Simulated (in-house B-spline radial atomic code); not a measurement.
Settings and results of a run for Mo⁶⁺ (an excited or competing configuration). Method: scalar-relativistic (X2C) RPBE, spin-polarised, spherical fractional occupations, Fermi nucleus of rms radius 4.4091 fm. Calculated with an all-electron radial atomic-structure program (B-spline basis).

Command:
```bash
python run_scf.py task.json out
```
Settings (nuclear radius in fm, mass in u):
```
Z                42
configuration    [Ar] 3d10 4s2 4p5 5s1
hamiltonian      x2c
method           rpbe,pbe
spin_polarised   True
nucleus          fermi
rms_radius       4.4091
atomic_mass      97.9054
speed_of_light   137.035999084
```

Output (hartree, bohr):
```
 radial grid: 68 intervals, B-splines of order 8, outer radius 21.6418 bohr

 iter        energy (Eh)    residual
    1       -4033.178485    4.97e-01
    2       -4036.914401    3.21e-01
    3       -4038.184356    5.87e-02
    4       -4038.244340    1.91e-02
    5       -4038.247502    6.94e-03
    6       -4038.248286    8.85e-04
    7       -4038.248293    5.49e-05
    8       -4038.248293    4.45e-06
    9       -4038.248293    1.75e-07

 total energy                     -4038.24829
 kinetic                            4188.0715
 electron-nucleus                  -9633.7179
 Hartree                            1528.8612
 exchange-correlation               -121.4631

 orbital      occ     eigenvalue          <r>       <r^2>       <1/r>       r_max
 1s up      1.000      -730.9782    0.0346682  0.00163284     44.9878     0.02228
 1s down    1.000      -730.9689     0.034668  0.00163282      44.988     0.02228
 2s up      1.000      -106.3192     0.153287   0.0277621     10.0674      0.1295
 2s down    1.000      -106.3136     0.153285   0.0277611     10.0673      0.1295
 2p up      3.000       -95.4369     0.133739   0.0218705     9.56122      0.1034
 2p down    3.000       -95.4284     0.133741   0.0218708     9.56099      0.1034
 3s up      1.000       -20.9894     0.428047    0.210003     3.42384      0.3835
 3s down    1.000       -20.9795     0.427968    0.209889     3.42382      0.3835
 3p up      3.000       -17.4192     0.429577    0.214807     3.21728      0.3769
 3p down    3.000       -17.4080     0.429438    0.214618     3.21768      0.3769
 3d up      5.000       -11.6126     0.413617    0.205516     2.97748       0.322
 3d down    5.000       -11.6005     0.413273    0.205076     2.97886       0.322
 4s up      1.000        -5.5920       1.0536     1.24914     1.30608      0.9687
 4s down    1.000        -5.5260      1.05285     1.24766     1.30769      0.9683
 4p up      3.000        -4.5661      1.13648     1.46214     1.18553       1.033
 4p down    2.000        -4.4994      1.13608      1.4616     1.18641       1.033
 5s up      1.000        -2.2870      2.20999     5.44174     0.60909       2.126
```

Cost of the run: 0.21 s on 1 thread of Arm Neoverse N1, on a shared host.

One-electron X2C: radii and densities carry no picture-change correction, so inner-shell <1/r> comes out high (for 1s by about 2 % at Z = 33, 5 % at 54, 10 % at 75, 30 % at 118) and <r> low.
